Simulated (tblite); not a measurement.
Isomers of C8H15P. Method: GFN2-xTB as coded in tblite; computed harmonic values from a numerical Hessian at the method's own geometry, unscaled. This tight-binding method is rough: wavenumbers can miss measured ones by several per cent, in bad cases by 10 to 20. Modes of hydrogen on phosphorus can be 10 to 20 % off. One conformer each.

Electronic energies: GFN2-xTB at the same geometries; isomer energies are rough at this level and their order can be wrong.

```csv
SMILES,"electronic energy, lowest = 0 (kJ/mol)"
CC1=C(C(C)C)PCC1,0.0
C=C[C@@H]1P[C@@H]1C(C)(C)C,117.3
C=[P@@]1(CCC)C=C1CC,369.4
CCP1C(C)=C1C(C)C,156.5
CP(C1CCC1)C1CC1,99.3
CC(C)PC1=CCCC1,36.3
CC#CP(CC)C(C)C,155.4
```

Q: How do GFN2-xTB zero-point energies change the relative energies?

A: 
```csv
SMILES,ZPE (kJ/mol),of it from modes above 1550 cm⁻¹,electronic (kJ/mol),"with ZPE, lowest = 0 (kJ/mol)",lowest mode (cm⁻¹),rings
CC1=C(C(C)C)PCC1,542.9,273.8,0.0,0.0,43,1
CC(C)PC1=CCCC1,544.1,274.1,36.3,37.5,38,1
CP(C1CCC1)C1CC1,546.1,270.5,99.3,102.5,44,2
C=C[C@@H]1P[C@@H]1C(C)(C)C,539.7,277.8,117.3,114.0,35,1
CC#CP(CC)C(C)C,537.5,282.6,155.4,150.0,13i,0
CCP1C(C)=C1C(C)C,541.3,280.5,156.5,154.9,24,1
C=[P@@]1(CCC)C=C1CC,532.7,278.7,369.4,359.2,34,1
```

The zero-point energies span 13.4 kJ/mol, from `C=[P@@]1(CCC)C=C1CC` to `CP(C1CCC1)C1CC1`. Slightly imaginary modes are left out of the zero-point energy: `CC#CP(CC)C(C)C` 12.5i cm⁻¹. The order is unchanged.

Q: What do entropy and thermal enthalpy add at 298.15 K and 1 bar (rigid rotor, harmonic oscillator, one conformer each)?

A: 
```tsv
SMILES	point group	symmetry number	S (J/(mol K))	H − H(0) (kJ/mol)	ZPE + H − H(0) − TS (kJ/mol)
CC1=C(C(C)C)PCC1	C1	1	430.8	31.81	446.3
CC(C)PC1=CCCC1	C1	1	437.8	31.65	445.2
CP(C1CCC1)C1CC1	C1	1	438.5	31.34	446.7
C=C[C@@H]1P[C@@H]1C(C)(C)C	C1	1	434.9	32.41	442.4
C=[P@@]1(CCC)C=C1CC	C1	1	462.4	35.27	430.1
```

Not tabulated: `CC#CP(CC)C(C)C` (lowest mode only 12i cm⁻¹); `CCP1C(C)=C1C(C)C` (lowest mode only 24 cm⁻¹).
